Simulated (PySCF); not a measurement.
Telling isomers of C5H5N3 apart by NMR

- shielding tensors at PBE0/pcSseg-1 (GIAO)
- GFN2-xTB structure
- J: B3LYP/pcJ-1 (spin–dipole term left out of most H,H and C,H couplings)
- code: PySCF 2.14.0 with density-fitted response routines
- one computed conformer, non-relativistic Hamiltonian, isolated molecule, rapidly exchanging positions averaged

Chemical shifts δ = σref − σ; ¹H, ¹³C against TMS, all at this level. Multiplet labels drop J under 1 Hz and among equivalent protons, and merge close values. Unscaled 3J(H,H) run several per cent high. Where no couplings were computed, multiplicities follow the n + 1 count of equivalent neighbours, and m marks all less simple cases (inequivalent or close neighbours, rings, F or P nearby). Shifts are as computed. Against solution values, carbons near 30 ppm lie about +3 ppm off and those near 130 ppm about +5 ppm. Of 1211 compounds with measured shifts, 218 miss one by over three times the rms of a fit or turn the order of signals round; such compounds aren't used in these exercises. OH and NH positions are gas-phase values without hydrogen bonding to other molecules.

(1) Tabulate the signals of `C#Cc1nncn1C`, `C#CCn1nccn1`, `Cc1c[nH]nc1C#N`, `C#Cc1cnn(C)n1`, `C#Cc1cnnn1C` and their relative energies.

(2) What is the quickest way to tell C#Cc1nncn1C from C#Cc1cnn(C)n1?

(3) What is the quickest way to tell C#Cc1nncn1C from Cc1c[nH]nc1C#N?

(4) What is the quickest way to tell C#Cc1nncn1C from C#CCn1nccn1?

## Answers

(1) 
```tsv
SMILES	carbon types	δC	δH	E rel. (kcal/mol)
C#Cc1nncn1C	2×C 2×CH 1×CH3	145.9, 143.4, 95.1, 76.2, 30.5	7.94 (s, 1H), 3.86 (s, 3H), 3.22 (s, 1H)	41.7
C#CCn1nccn1	1×C 3×CH 1×CH2	139.3, 82.8, 81.9, 45.7	7.70 (s, 2H), 5.24 (d, 2H), 1.84 (t, 1H)	51.3
Cc1c[nH]nc1C#N	3×C 1×CH 1×CH3	132.1, 131.3, 130.4, 118.7, 11.1	9.52 (br s, 1H), 7.26 (q, 1H), 2.45 (d, 3H)	0.0
C#Cc1cnn(C)n1	2×C 2×CH 1×CH3	143.9, 136.2, 91.2, 79.1, 41.8	7.69 (s, 1H), 4.28 (s, 3H), 2.90 (s, 1H)	44.5
C#Cc1cnnn1C	2×C 2×CH 1×CH3	144.6, 126.2, 101.6, 75.4, 35.7	7.98 (s, 1H), 4.23 (s, 3H), 3.64 (s, 1H)	48.8
```

Energies are electronic energies at PBE0/pcSseg-1 on these geometries, without zero-point or thermal terms, each for the one conformer computed, which needn't be the lowest.

(2) Both give the same number of carbon signals, with the same numbers of each carbon type, so the positions decide. The first has a methyl carbon bonded to N (CH3) at 30.5 ppm, the second a methyl carbon bonded to N (CH3) at 41.8 ppm. Their most deshielded carbons lie at 145.9 and 143.9 ppm.

(3) Both give the same number of carbon signals, but DEPT or the intensities differ. The first has an alkyne carbon (C) at 76.2 ppm, the second a nitrile carbon (C) at 118.7 ppm. Their most deshielded carbons lie at 145.9 and 132.1 ppm. In the proton spectra the most deshielded non-exchanging signals are 7.94 (s, 1H) and 7.26 (q, J = 1.2 Hz, 1H).

(4) Count the carbon signals: 5 against 4. The first has a substituted aromatic carbon next to a ring nitrogen (C) at 143.4 ppm, the second a propargylic sp3 CH2 bonded to N at 45.7 ppm. Their most deshielded carbons lie at 145.9 and 139.3 ppm.
